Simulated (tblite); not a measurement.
Compound: C₃H₈Br₂OSi₂.
Numbering: `[Br:1][CH2:2][Si@@:3]1([Br:4])[CH2:5][CH2:6][SiH2:7][O:8]1` (hydrogens: H9, H10 on C2; H11, H12 on C5; H13, H14 on C6; H15, H16 on Si7)

Computed with GFN2-xTB (tblite), gas phase: L-BFGS steps from a force-field or distance-geometry start until the largest atomic force falls under 0.01 eV/Å.

Step 2: E = -716.3787 eV
```
atom  x, y, z in Å  |  force x, y, z in eV/Å
Br1     1.5353    2.5552    1.2296   -0.058   0.091   0.068
C2      2.3365    1.0048    0.3794   -0.305  -0.094  -0.312
Si3     0.9617   -0.1000   -0.3638    0.066  -0.061   0.242
Br4     1.9479   -1.8227   -1.3724   -0.003   0.152  -0.052
C5     -0.2587   -0.7630    0.9364   -0.087   0.005   0.035
C6     -1.6113   -0.9079    0.2091   -0.020   0.039  -0.047
Si7    -1.7045    0.4296   -1.1655   -0.073  -0.073   0.145
O8     -0.0447    0.6353   -1.4063   -0.503  -0.116   0.171
H9      2.9033    0.4868    1.1462   -0.005  -0.073  -0.054
H10     3.0151    1.3812   -0.3776    0.081  -0.004  -0.049
H11    -0.3565   -0.0308    1.7475   -0.028  -0.154  -0.091
H12     0.0651   -1.7071    1.3911   -0.152   0.167  -0.057
H13    -1.6734   -1.8992   -0.2596    0.065   0.135   0.129
H14    -2.4542   -0.8446    0.9073    0.232  -0.057  -0.083
H15    -2.2909    1.6739   -0.6437    0.342  -0.118  -0.178
H16    -2.3783   -0.0827   -2.3692    0.447   0.160   0.135
```

Step 3: E = -716.4011 eV
```
atom  x, y, z in Å  |  force x, y, z in eV/Å
Br1     1.5335    2.5578    1.2315   -0.028   0.037   0.030
C2      2.3320    1.0044    0.3745   -0.190  -0.094  -0.238
Si3     0.9514   -0.1021   -0.3619    0.385  -0.070   0.248
Br4     1.9484   -1.8193   -1.3741   -0.028   0.173  -0.039
C5     -0.2605   -0.7622    0.9342   -0.107  -0.012   0.088
C6     -1.6093   -0.9046    0.2073   -0.070  -0.055   0.016
Si7    -1.7043    0.4283   -1.1607   -0.162  -0.115   0.094
O8     -0.0561    0.6285   -1.3966   -0.355   0.023  -0.020
H9      2.9029    0.4851    1.1442   -0.096  -0.014  -0.148
H10     3.0183    1.3816   -0.3799   -0.022  -0.039   0.005
H11    -0.3574   -0.0351    1.7454   -0.041  -0.058  -0.017
H12     0.0609   -1.7023    1.3899   -0.116   0.048  -0.024
H13    -1.6718   -1.8961   -0.2559    0.065   0.073   0.064
H14    -2.4481   -0.8464    0.9052    0.129  -0.032  -0.006
H15    -2.2813    1.6696   -0.6491    0.258   0.025  -0.103
H16    -2.3663   -0.0783   -2.3654    0.379   0.111   0.048
```

Step 4: E = -716.4193 eV
```
atom  x, y, z in Å  |  force x, y, z in eV/Å
Br1     1.5312    2.5608    1.2337    0.006  -0.035  -0.022
C2      2.3256    1.0026    0.3666   -0.033  -0.002  -0.097
Si3     0.9477   -0.1055   -0.3565    0.309   0.012   0.059
Br4     1.9484   -1.8126   -1.3767   -0.024   0.151  -0.048
C5     -0.2643   -0.7617    0.9333   -0.061  -0.011   0.080
C6     -1.6083   -0.9026    0.2061   -0.075  -0.115   0.085
Si7    -1.7073    0.4247   -1.1542   -0.174  -0.115   0.073
O8     -0.0725    0.6222   -1.3872    0.028   0.033  -0.030
H9      2.8999    0.4838    1.1384   -0.153   0.018  -0.196
H10     3.0207    1.3811   -0.3820   -0.103  -0.055   0.018
H11    -0.3592   -0.0399    1.7436   -0.061   0.056   0.079
H12     0.0547   -1.6976    1.3885   -0.076  -0.095   0.029
H13    -1.6690   -1.8922   -0.2515    0.054  -0.043  -0.021
H14    -2.4405   -0.8487    0.9036   -0.030  -0.014   0.110
H15    -2.2673    1.6665   -0.6559    0.142   0.190  -0.011
H16    -2.3475   -0.0721   -2.3613    0.253   0.025  -0.108
```

Question: Estimate the geometry and energy of step 5. (The exact step hangs on the optimiser's Hessian estimate; all steps are aligned on step 4, rigid shifts and turns removed.)

Answer: E = -716.4278 eV, largest force 0.262 eV/Å
```
atom  x, y, z in Å  |  force x, y, z in eV/Å
Br1     1.5303    2.5615    1.2343    0.016  -0.058  -0.041
C2      2.3224    1.0021    0.3617    0.011   0.067  -0.014
Si3     0.9499   -0.1065   -0.3537    0.100   0.040  -0.031
Br4     1.9481   -1.8072   -1.3786   -0.004   0.113  -0.065
C5     -0.2669   -0.7616    0.9340    0.001  -0.007   0.064
C6     -1.6090   -0.9034    0.2070   -0.056  -0.108   0.105
Si7    -1.7112    0.4214   -1.1500   -0.085  -0.059   0.072
O8     -0.0786    0.6195   -1.3828    0.156   0.005   0.010
H9      2.8961    0.4834    1.1327   -0.136   0.003  -0.164
H10     3.0201    1.3800   -0.3828   -0.096  -0.035  -0.022
H11    -0.3610   -0.0410    1.7442   -0.066   0.080   0.099
H12     0.0507   -1.6971    1.3884   -0.061  -0.127   0.048
H13    -1.6669   -1.8914   -0.2499    0.040  -0.100  -0.047
H14    -2.4377   -0.8500    0.9049   -0.099  -0.021   0.156
H15    -2.2588    1.6684   -0.6591    0.096   0.227   0.019
H16    -2.3351   -0.0690   -2.3615    0.181  -0.020  -0.188
```

The energy changes by -0.0084 eV. The first-order estimate −F·Δx gives -0.0108 eV and the mean of the old and new forces, exact on a quadratic surface, -0.0084 eV. The step makes an angle of 48° with the force vector and moves no atom by more than 0.013 Å.

What follows is the cost of the whole relaxation. Time: 1.5 s. Hardware: Arm Neoverse N1, one thread (shared host).
